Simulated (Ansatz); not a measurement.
## Ansatz (development build ahead of 0.2.0) run

```yaml
crystal:
  periodic: [false, false, false]
  atoms:
    - { symbol: Si, position_ang: [0.00516, -0.04729, 0.0154] }
    - { symbol: F, position_ang: [0.89487, 0.8975, 0.87428] }
    - { symbol: F, position_ang: [0.88082, -0.91807, -0.88018] }
    - { symbol: F, position_ang: [-0.87521, 0.88684, -0.91252] }
    - { symbol: F, position_ang: [-0.8692, -0.92648, 0.9304] }
basis:
  gaussian: { orbitals: aug-cc-pVDZ }
hamiltonian:
  xc: hf
correlation:
  method: mp2
  frozen_orbitals: { F: 1, Si: 5 }
```

The input is written out in the form of the current development build from the run's settings.

Output:

```
Converged                       : yes
Reference energy                : -686.99203 hartree
Correlation energy              : -0.90048 hartree
Total energy                    : -687.89251 hartree
Spin squared of the determinant : 0.000
```
